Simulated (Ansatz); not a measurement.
`C[Si](C)(F)Cl` + H–F → `C[Si](F)(F)Cl` + CH₄ at 600 K and 1 bar (ligand exchange at the Si–C bond).

Isolated molecules relaxed with PBE0-D4/def2-TZVP in Ansatz; ΔE leaves out vibrations. CCSD(T)/CBS adds triple-zeta CCSD(T) − MP2 to the extrapolated MP2 energy (def2 sets, frozen cores). This one scheme is used for every species.

| species | CCSD(T)/CBS energy (Eh) | H − E (kJ/mol) | S (J/(mol·K)) |
| --- | --- | --- | --- |
| `C[Si](C)(F)Cl` | -928.52649 | 271.6 | 451.7 |
| H–F | -100.39570 | 42.3 | 194.0 |
| `C[Si](F)(F)Cl` | -988.51588 | 172.4 | 415.4 |
| CH₄ | -40.46206 | 140.4 | 215.7 |

H − E and S are ideal-gas, rigid-rotor, harmonic terms from PBE0-D4/def2-TZVP. 1 Eh = 2625.50 kJ/mol, R = 8.31446 J/(mol·K).

Problem. By hand: ΔE, ΔH, ΔS and ΔG.

Solution. ΔE = (-988.51588) + (-40.46206) − (-928.52649) − (-100.39570) = -0.05575 Eh = -146.4 kJ/mol. Δ(H − E) = 172.4 + 140.4 − 271.6 − 42.3 = -1.1, so ΔH = -147.5 kJ/mol. ΔS = 415.4 + 215.7 − 451.7 − 194.0 = -14.6 J/(mol·K). ΔG = -147.5 − 600 × (-14.6)/1000 = -138.7 kJ/mol.

Problem. By hand: the equilibrium constant, and the temperature at which ΔG would vanish if ΔH and ΔS stayed fixed.

Solution. log₁₀ K = −ΔG/(RT ln 10) = 12.1. ΔG = 0 at ΔH/ΔS = 10103 K, far beyond where these terms or the molecules hold.

The number of gas molecules stays the same, so ΔS is small and ΔH decides. A doubt of 5 kJ/mol in ΔE shifts log₁₀ K by 0.4 here. These are equilibria of isolated gas molecules and say nothing of rates. Largest T1 diagnostic: 0.011 (customary marks: 0.02 for closed shells, 0.045 for open ones).
